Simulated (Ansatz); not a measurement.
Relaxation of ClFH5NO2Zr (11 atoms, charge 0, multiplicity 1), to a largest force component of 0.03 eV/Å in at most 50 steps.

These are results of RKS PBE/def2-SVP (Ansatz), not measurements.

```xyz
11
Properties=species:S:1:pos:R:3:forces:R:3
Zr 0.536 -0.344 -0.122 0.04 -0.04 0.00
Cl -1.457 -0.624 3.007 0.87 -0.15 -0.05
N 1.938 -0.161 -1.592 -0.02 -0.01 0.03
H 2.270 -0.918 -2.201 0.00 0.01 0.01
H 2.413 0.707 -1.867 -0.01 -0.01 0.00
O -0.298 1.396 0.017 0.04 -0.02 0.03
H -0.931 2.074 0.292 0.00 -0.01 -0.01
O -0.543 -1.867 -0.635 0.02 0.01 0.07
H -1.271 -2.504 -0.641 0.01 0.03 -0.01
F 1.474 -0.765 1.563 -0.26 0.03 0.03
H -0.133 -0.817 2.932 -0.70 0.14 -0.10
```

**Question.** Where does it end, and by what steps?

**Answer.** It converged. After 6 steps the energy has fallen by 0.079 eV; H11 moved furthest, 0.31 Å.

```
step  energy less start (eV)  largest force component (eV/Å)  accepted
   0                  0.0000                           0.873       yes
   1                 -0.0610                           0.378       yes
   2                 -0.0658                           0.207       yes
   3                 -0.0638                           0.281        no
   4                 -0.0777                           0.108       yes
   5                 -0.0788                           0.071       yes
   6                 -0.0790                           0.029       yes
```

```xyz
11
Properties=species:S:1:pos:R:3
Zr 0.485 -0.330 -0.103
Cl -1.278 -0.730 2.976
N 1.942 -0.179 -1.512
H 2.285 -0.943 -2.106
H 2.420 0.686 -1.790
O -0.317 1.424 -0.011
H -0.988 2.074 0.242
O -0.579 -1.855 -0.623
H -1.344 -2.448 -0.618
F 1.360 -0.729 1.637
H 0.011 -0.793 2.660
```

Whether the end is a true minimum wasn't checked by a vibrational analysis.

The run took 15 s on 4 threads of Arm Neoverse V2, with other jobs on the host, peak memory 0.2 GiB.
